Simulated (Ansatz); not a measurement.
Gas-phase electronic energies from Ansatz, PBE0-D4/def2-TZVP geometries. CCSD(T)/CBS is the MP2 limit (def2-TZVPP, def2-QZVPP) plus CCSD(T) − MP2 in def2-TZVPP, frozen cores. DFT in def2-TZVPP. B3LYP here is the variant with VWN-RPA as its local correlation; programs differ in this. One conformer a species, not always the lowest.

Reaction (ligand exchange at the Si–C bond): `[SiH3]/C=C\CCl` + `NB(O)O[SiH3]` → `NB(O[SiH3])O[SiH3]` + `C=CCCl`

`[SiH3]/C=C\CCl`:

Cartesian coordinates in Å:
```
Si -0.147 -0.708 1.690
C 0.319 -1.017 -0.087
C 0.252 -0.191 -1.131
C -0.263 1.201 -1.107
Cl 1.025 2.351 -1.590
H 0.998 -1.084 2.560
H -0.503 0.711 1.950
H -1.306 -1.562 2.062
H 0.709 -2.014 -0.291
H 0.594 -0.528 -2.108
H -0.607 1.504 -0.120
H -1.070 1.337 -1.828
```

`NB(O)O[SiH3]`:

Z-matrix (Å, degrees):
```
Si
O 1 1.646
H 1 1.484 2 106.5
H 1 1.486 2 111.2 3 -118.9
H 1 1.485 2 111.2 3 119.0
B 2 1.371 1 130.1 3 -179.9
O 6 1.376 2 117.3 1 0.0
N 6 1.410 2 118.8 1 -179.9
H 7 0.957 6 115.0 2 -180.0
H 8 1.004 6 120.8 2 -0.0
H 8 1.002 6 124.9 2 -180.0
```

`NB(O[SiH3])O[SiH3]`:

```xyz
14

N    -0.044    1.525    2.022
B    -0.019    0.680    0.902
O     0.541    1.144   -0.262
Si    1.133    0.588   -1.681
O    -0.556   -0.580    1.015
Si   -1.098   -1.801    0.072
H     0.349    2.447    2.006
H    -0.456    1.248    2.894
H     1.423   -0.870   -1.599
H     2.391    1.318   -1.975
H     0.155    0.832   -2.771
H    -2.363   -2.309    0.657
H    -1.358   -1.325   -1.314
H    -0.097   -2.897    0.034
```

`C=CCCl`:

```xyz
9

C    -0.987    0.855    0.558
C     0.144    0.541   -0.056
C     0.634   -0.850   -0.204
Cl    0.791   -1.297   -1.935
H    -1.306    1.885    0.665
H    -1.634    0.092    0.978
H     0.774    1.318   -0.481
H    -0.047   -1.568    0.251
H     1.630   -0.977    0.223
```

Problem. Is it downhill or uphill in electronic energy at CCSD(T)/CBS, and by how much? (An estimate is asked.)

Solution. Computed: Downhill: ΔE = -93.7 kJ/mol.

Problem. What do these levels give: PBE-D4, PBE0-D4, B3LYP-D4, ωB97M-V, r2SCAN, SCS-MP2/def2-TZVPP, CCSD/def2-TZVPP, CCSD(T)/def2-TZVPP, HF/def2-QZVPP, MP2/def2-QZVPP, HF/CBS(def2), MP2/CBS(def2)? (Estimate.)

Solution. Computed: PBE-D4 -80.2, PBE0-D4 -85.7, B3LYP-D4 -97.1, ωB97M-V -93.8, r2SCAN -91.3, SCS-MP2/def2-TZVPP -96.9, CCSD/def2-TZVPP -95.7, CCSD(T)/def2-TZVPP -92.6, HF/def2-QZVPP -113.9, MP2/def2-QZVPP -94.0, HF/CBS(def2) -114.1, MP2/CBS(def2) -93.9 kJ/mol.

Largest T1 diagnostic among the species: 0.012.

In def2-TZVPP, CCSD(T) changes the Hartree–Fock value by +19.6 kJ/mol (the triples alone add +3.1 kJ/mol) and MP2 by +19.4 kJ/mol. From PBE to PBE0 (25 % exact exchange), in def2-TZVPP and without D4, ΔE moves by −5.6 kJ/mol.
